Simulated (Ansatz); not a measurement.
Consider the ligand exchange at the Sn–O bond: `[SiH3][O][Sn][Cl]` + HBr → `[Cl][Sn][Br]` + `O[SiH3]`.

Calculated with Ansatz (gas phase, PBE0-D4/def2-TZVP geometries, no zero-point term in ΔE). CCSD(T)/CBS is the MP2 limit (def2-TZVPP, def2-QZVPP) plus CCSD(T) − MP2 in def2-TZVPP, frozen cores. Functionals use def2-TZVPP. B3LYP here is the variant with VWN-RPA as its local correlation; programs differ in this. def2 core potentials past Kr. For Br, Sn outer-core shells are correlated without core-valence functions, which leaves a few kJ/mol of doubt a bond. Scalar relativity is left out up to krypton. Each species was taken in one conformer, which may not be the lowest.

| level | ΔE (kcal/mol) | difference from CCSD(T)/CBS |
| --- | --- | --- |
| LDA (SPW92) | -13.9 | -1.3 |
| PBE-D4 | -14.2 | -1.6 |
| BLYP-D4 | -12.3 | 0.3 |
| B3LYP-D4 | -13.3 | -0.7 |
| ωB97X-V | -12.3 | 0.3 |
| B2PLYP | -13.2 | -0.6 |
| BLYP | -14.2 | -1.6 |
| r2SCANh | -14.6 | -2.0 |
| BHLYP | -15.1 | -2.5 |
| RPA@PBE/def2-TZVPP | -10.0 | 2.6 |
| HF/def2-TZVPP | -15.7 | -3.1 |
| MP2/def2-TZVPP | -11.9 | 0.7 |
| CCSD(T)/def2-TZVPP | -11.2 | 1.4 |
| MP2/def2-QZVPP | -12.5 | 0.1 |
| HF/CBS(def2) | -15.3 | -2.7 |
| CCSD/CBS(def2) | -13.1 | -0.5 |
| CCSD(T)/CBS | -12.6 | 0 |

Largest T1 diagnostic among the species: 0.015.

From PBE to PBE0 (25 % exact exchange), in def2-TZVPP and without D4, ΔE moves by −0.8 kcal/mol. In def2-TZVPP, CCSD(T) changes the Hartree–Fock value by +4.6 kcal/mol (the triples alone add +0.5 kcal/mol) and MP2 by +3.9 kcal/mol.
